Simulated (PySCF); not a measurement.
All values are calculated (PySCF): σ from GIAO-PBE0/pcSseg-1, GFN2-xTB geometry. Fast rotation and ring inversion assumed for equivalent nuclei, one conformer, gas phase, non-relativistic Hamiltonian.

References, each an isolated molecule treated in the same way: TMS for $^{1}$H (σref 31.72), $^{13}$C (σref 186.93). Shifts are as computed. Against solution values, carbons near 30 ppm lie about +3 ppm off and those near 130 ppm about +5 ppm. Of 1211 compounds with measured shifts, 218 miss one by over three times the rms of a fit or turn the order of signals round; such compounds aren't used in these exercises.

(1) Order these molecules by the shift of their most shielded carbon-bound hydrogen, lowest δ first.
A. C=C/C=C/Cc1ccccc1
B. C#Cc1c(C)cccc1CC
C. C[C@@H]1OC(=O)[C@@H](C)OC1=O
D. C=CC/C=C\c1ccccc1

(2) How many $^{13}$C and $^{1}$H signals does each give (equivalence by symmetry and fast rotation, but not about amide C–N or C=N bonds)? `C=C/C=C/Cc1ccccc1`, `C=CC/C=C\c1ccccc1`, `C[C@@H]1OC(=O)[C@@H](C)OC1=O`, `C#Cc1c(C)cccc1CC`

Answers

(1) B (1.25 ppm, hydrogen on a methyl carbon), C (1.70 ppm, hydrogen on a methyl carbon), D (3.12 ppm, hydrogen on an allylic sp3 CH2), A (3.43 ppm, hydrogen on an sp3 CH2 on an aromatic ring).

(2) C=C/C=C/Cc1ccccc1: 9 C, 9 H; C=CC/C=C\c1ccccc1: 9 C, 9 H; C[C@@H]1OC(=O)[C@@H](C)OC1=O: 3 C, 2 H; C#Cc1c(C)cccc1CC: 11 C, 7 H.
